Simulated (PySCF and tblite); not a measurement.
C6H5FO, numbered as in [OH:1][c:2]1[cH:3][cH:4][cH:5][c:6]([F:7])[cH:8]1.

Search: ETKDG and KDG, MMFF94s, GFN2-xTB, 90 starts; geometries at PBE0-D3(BJ)/def2-SVP. Weights use CAM-B3LYP-D3(BJ)/def2-TZVP (IEF-PCM, chloroform) energies plus GFN2-xTB zero-point and thermal terms (modes under about 100 cm⁻¹ blended into free rotors). Symmetry numbers and mirror images are counted. Conformers within 3 kcal/mol (GFN2-xTB free energy) were kept, 8 at most. Couplings: B3LYP/pcSseg-1 with pcJ-1 on H, F (gas phase; spin-dipole term only for pairs with B, N, F, Si or P). Couplings are for ¹⁹F, ¹H. Programs: PySCF with density fitting and tblite.

Torsions listed: H1–O1–C2–C3.

```tsv
conformer	shape	weight %
1	0°	55.2
2	-179°	44.8
```

Q: Give the couplings in each conformer and the averages at 298.15 K (pairs that fast motion interchanges averaged).

A: 
```
 coupling  pairs     1     2  average (Hz)
⁵J(H1,F7)      1   2.0   0.7           1.4
⁵J(H3,F7)      1  -0.9  -1.0          -0.9
⁴J(H4,F7)      1   5.7   5.9           5.8
³J(H5,F7)      1   8.6   9.0           8.8
³J(F7,H8)      1  10.9   9.9          10.5
³J(H3,H4)      1   8.9   9.3           9.1
⁴J(H3,H8)      1   2.1   2.2           2.1
³J(H4,H5)      1   9.3   9.2           9.2
⁴J(H5,H8)      1   2.1   1.9           2.0
```

Only couplings over up to 5 bonds are listed; longer-range ones, if any, are left out.

Computed couplings to fluorine can be off by tens of per cent at such levels.
